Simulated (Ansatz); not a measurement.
`C=C[SiH2][SiH2]O`, relaxed with RKS PBE0-D4/def2-TZVP in Ansatz from a PBE-D4/def2-SVP geometry. The force threshold is 0.005 eV/Å; the program also tests the step.

Charge 0, multiplicity 1.

Start:

```xyz
13

C    -1.230   -2.112    0.910
C    -0.206   -1.237    0.859
Si    0.538   -0.566   -0.731
Si    0.328    1.775   -0.760
O     0.969    2.261    0.729
H    -1.695   -2.519   -0.006
H    -1.651   -2.466    1.868
H     0.215   -0.857    1.810
H    -0.173   -1.168   -1.917
H     2.004   -0.910   -0.824
H    -1.120    2.188   -0.908
H     1.073    2.392   -1.924
H     0.948    3.220    0.895
```

```json
{"step": "1", "energy (eV)": "-19997.8434", "largest force (eV/Å)": "0.824", "largest move (Å)": "0.000"}
{"step": "2", "energy (eV)": "-19997.9009", "largest force (eV/Å)": "0.526", "largest move (Å)": "0.066"}
{"step": "3", "energy (eV)": "-19997.9088", "largest force (eV/Å)": "0.313", "largest move (Å)": "0.042"}
{"step": "4", "energy (eV)": "-19997.9119", "largest force (eV/Å)": "0.160", "largest move (Å)": "0.021"}
{"step": "5", "energy (eV)": "-19997.9128", "largest force (eV/Å)": "0.077", "largest move (Å)": "0.012"}
{"step": "6", "energy (eV)": "-19997.9133", "largest force (eV/Å)": "0.045", "largest move (Å)": "0.009"}
{"step": "7", "energy (eV)": "-19997.9138", "largest force (eV/Å)": "0.051", "largest move (Å)": "0.015"}
{"step": "8", "energy (eV)": "-19997.9142", "largest force (eV/Å)": "0.029", "largest move (Å)": "0.025"}
{"step": "9", "energy (eV)": "-19997.9143", "largest force (eV/Å)": "0.011", "largest move (Å)": "0.007"}
{"step": "10", "energy (eV)": "-19997.9143", "largest force (eV/Å)": "0.008", "largest move (Å)": "0.009"}
{"step": "11", "energy (eV)": "-19997.9144", "largest force (eV/Å)": "0.007", "largest move (Å)": "0.020"}
{"step": "12", "energy (eV)": "-19997.9144", "largest force (eV/Å)": "0.011", "largest move (Å)": "0.018"}
{"step": "13", "energy (eV)": "-19997.9144", "largest force (eV/Å)": "0.005", "largest move (Å)": "0.004"}
{"step": "14", "energy (eV)": "-19997.9145", "largest force (eV/Å)": "0.003", "largest move (Å)": "0.002"}
```

End:

```xyz
13

C    -1.242   -2.084    0.874
C    -0.190   -1.270    0.868
Si    0.563   -0.572   -0.684
Si    0.315    1.756   -0.736
O     1.000    2.323    0.663
H    -1.715   -2.415   -0.047
H    -1.677   -2.458    1.796
H     0.238   -0.972    1.824
H    -0.125   -1.162   -1.867
H     2.015   -0.901   -0.762
H    -1.128    2.134   -0.812
H     0.974    2.353   -1.936
H     0.973    3.268    0.819
```

Hardware: 4 threads of a server CPU on a shared host. Wall time 44 s, peak host memory 0.62 GiB.
